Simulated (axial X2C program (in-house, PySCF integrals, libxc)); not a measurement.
**ClGdCl: a free-ion multiplet in an axial field**

Computed with an in-house all-electron X2C program for linear molecules (integrals from PySCF): two-component X2C with atomic mean-field Coulomb and Gaunt terms, basis Cl dyall-av3z, Gd dyall-v3z (cores contracted in-house). Orbitals come from Hartree–Fock averaged over the configuration Gd f8 s0; CI then distributes these electrons over the f, s shells of Gd.

Cl–Gd–Cl held linear, both bonds 2.676 Å.

Question: Which level do Hund's rules give for f8, how many Ω levels does it split into, and what is its Landé factor?

Answer: S = 3, L = 3, J = 6 (7F6). It gives Ω = 0 to 6, 7 levels. gJ = 3/2 + [S(S+1) − L(L+1)]/[2J(J+1)] = 1.500, so g∥ = 2gJΩ.

The computed levels compare thus:

```csv
Ω,energy (cm⁻¹),g∥ computed,2gJΩ
6,0,17.96,18.00
5,362,14.38,15.00
4,731,10.86,12.00
3,1105,7.45,9.00
2,1472,4.28,6.00
1,1794,1.64,3.00
0,1944,0.00,0.00
```

The 7 lowest levels are just these Ω; they span 1944 cm⁻¹, the lowest has Ω = 6, and the next level lies at 2185 cm⁻¹. Departures of g∥ from 2gJΩ come from intermediate coupling and from mixing with the higher-lying level J − 1 of the term. The computed g∥ is the magnitude of 2⟨Lz + ge Sz⟩.

There is no dynamic correlation: spin–orbit spacings and, for f shells, spacings inside one term are the most reliable numbers, splittings between terms come out too wide, and energies between configurations are not reliable, so the lowest level need not be the ground state of the molecule. At most 4 roots were kept for each Ω > 0 (twice that for Ω = 0) within 2.2 eV of the lowest, so higher up levels can be missing between those listed; levels with Ω > 0 are doubly degenerate and listed once, Ω = 0 levels singly. States that fill the shells left empty in the average are placed too high. The molecule was held linear; bending was not examined.
